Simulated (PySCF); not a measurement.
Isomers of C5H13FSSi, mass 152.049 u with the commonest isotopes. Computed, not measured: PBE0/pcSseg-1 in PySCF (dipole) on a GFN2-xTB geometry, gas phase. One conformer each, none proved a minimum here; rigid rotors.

Question: Order these by rotational constant C, smallest first.
A. `[CH3:1][SiH2:2][C@@H:3]([CH2:4][F:5])[CH2:6][S:7][CH3:8]` with C1–Si2–C3–C4 178°, Si2–C3–C4–F5 -57°, Si2–C3–C6–S7 176°, C3–C6–S7–C8 -75°
B. `[CH3:1][Si@H:2]([F:3])[C:4]([CH3:5])([CH3:6])[CH2:7][SH:8]` with C1–Si2–C4–C5 -64°, Si2–C4–C7–S8 179°, C4–C7–S8–H 76°
C. `[CH3:1][SiH2:2][CH2:3][C@@H:4]([CH3:5])[S:6][CH2:7][F:8]` with C1–Si2–C3–C4 166°, Si2–C3–C4–C5 67°, C3–C4–S6–C7 151°, C4–S6–C7–F8 -68°
D. `[CH3:1][CH2:2][S:3][SiH2:4][C@H:5]([F:6])[CH2:7][CH3:8]` with C1–C2–S3–Si4 71°, C2–S3–Si4–C5 164°, S3–Si4–C5–F6 175°, Si4–C5–C7–C8 -175°
E. `[CH3:1][CH2:2][S:3][Si@H:4]([F:5])[CH:6]([CH3:7])[CH3:8]` with C1–C2–S3–Si4 81°, C2–S3–Si4–F5 -6°, S3–Si4–C6–C7 -179°
F. `[CH3:1][C@@H:2]([F:3])[S:4][CH2:5][CH2:6][CH2:7][SiH3:8]` with C1–C2–S4–C5 176°, C2–S4–C5–C6 -77°, S4–C5–C6–C7 -56°, C5–C6–C7–Si8 -62°

Answer: C (535.8 MHz), D (547.5 MHz), F (564.9 MHz), A (623.2 MHz), B (703.5 MHz), E (736.9 MHz).

Question: Order these by rotational constant B, smallest first.
A. `[CH3:1][CH2:2][S:3][SiH2:4][C@H:5]([F:6])[CH2:7][CH3:8]` with C1–C2–S3–Si4 71°, C2–S3–Si4–C5 164°, S3–Si4–C5–F6 175°, Si4–C5–C7–C8 -175°
B. `[CH3:1][SiH2:2][CH2:3][C@@H:4]([CH3:5])[S:6][CH2:7][F:8]` with C1–Si2–C3–C4 166°, Si2–C3–C4–C5 67°, C3–C4–S6–C7 151°, C4–S6–C7–F8 -68°
C. `[CH3:1][SiH2:2][C@@H:3]([CH2:4][F:5])[CH2:6][S:7][CH3:8]` with C1–Si2–C3–C4 178°, Si2–C3–C4–F5 -57°, Si2–C3–C6–S7 176°, C3–C6–S7–C8 -75°
D. `[CH3:1][CH2:2][S:3][C@@:4]([CH3:5])([F:6])[SiH2:7][CH3:8]` with C1–C2–S3–C4 -157°, C2–S3–C4–C5 -64°, S3–C4–Si7–C8 63°
E. `[CH3:1][Si@H:2]([F:3])[C:4]([CH3:5])([CH3:6])[CH2:7][SH:8]` with C1–Si2–C4–C5 -64°, Si2–C4–C7–S8 179°, C4–C7–S8–H 76°
F. `[CH3:1][C@@H:2]([F:3])[S:4][CH2:5][CH2:6][CH2:7][SiH3:8]` with C1–C2–S4–C5 176°, C2–S4–C5–C6 -77°, S4–C5–C6–C7 -56°, C5–C6–C7–Si8 -62°

Answer: B (558.2 MHz), F (589.0 MHz), A (616.6 MHz), E (779.3 MHz), D (809.5 MHz), C (836.3 MHz).

Question: Order these by dipole moment, largest first.
A. `[CH3:1][CH2:2][S:3][SiH2:4][C@H:5]([F:6])[CH2:7][CH3:8]` with C1–C2–S3–Si4 71°, C2–S3–Si4–C5 164°, S3–Si4–C5–F6 175°, Si4–C5–C7–C8 -175°
B. `[CH3:1][SiH2:2][C@@H:3]([CH2:4][F:5])[CH2:6][S:7][CH3:8]` with C1–Si2–C3–C4 178°, Si2–C3–C4–F5 -57°, Si2–C3–C6–S7 176°, C3–C6–S7–C8 -75°
C. `[CH3:1][CH2:2][S:3][Si@H:4]([F:5])[CH:6]([CH3:7])[CH3:8]` with C1–C2–S3–Si4 81°, C2–S3–Si4–F5 -6°, S3–Si4–C6–C7 -179°
D. `[CH3:1][SiH2:2][CH2:3][C@@H:4]([CH3:5])[S:6][CH2:7][F:8]` with C1–Si2–C3–C4 166°, Si2–C3–C4–C5 67°, C3–C4–S6–C7 151°, C4–S6–C7–F8 -68°
E. `[CH3:1][Si@H:2]([F:3])[C:4]([CH3:5])([CH3:6])[CH2:7][SH:8]` with C1–Si2–C4–C5 -64°, Si2–C4–C7–S8 179°, C4–C7–S8–H 76°
F. `[CH3:1][C@@H:2]([F:3])[S:4][CH2:5][CH2:6][CH2:7][SiH3:8]` with C1–C2–S4–C5 176°, C2–S4–C5–C6 -77°, S4–C5–C6–C7 -56°, C5–C6–C7–Si8 -62°

Answer: B (2.36 D), E (2.11 D), F (1.87 D), A (1.71 D), D (1.42 D), C (0.78 D).

```
               SMILES  point group  Ia (u·Å²)  Ib (u·Å²)  Ic (u·Å²)      κ  μa (D)  μb (D)  μc (D)
 C[SiH2][C@@H](CF)CSC           C1     317.38     604.28     810.99  -0.56    0.22    2.31    0.45
 C[C@@H](F)SCCC[SiH3]           C1     162.56     858.02     894.64  -0.98    0.14    0.19    1.85
  CCS[SiH2][C@H](F)CC           C1     172.69     819.65     923.07  -0.94    1.69    0.23    0.13
    CCS[Si@H](F)C(C)C           C1     229.38     595.15     685.81  -0.85    0.46    0.18    0.61
  C[Si@H](F)C(C)(C)CS           C1     205.12     648.47     718.37  -0.91    1.41    1.52    0.39
CCS[C@@](C)(F)[SiH2]C           C1     217.99     624.33     693.89  -0.90    0.16    0.19    1.70
 C[SiH2]C[C@@H](C)SCF           C1     195.47     905.36     943.26  -0.98    0.64    1.19    0.43
  CCSC[C@H](C)[SiH2]F           C1     264.32     642.06     813.80  -0.74    0.51    0.48    1.18
```
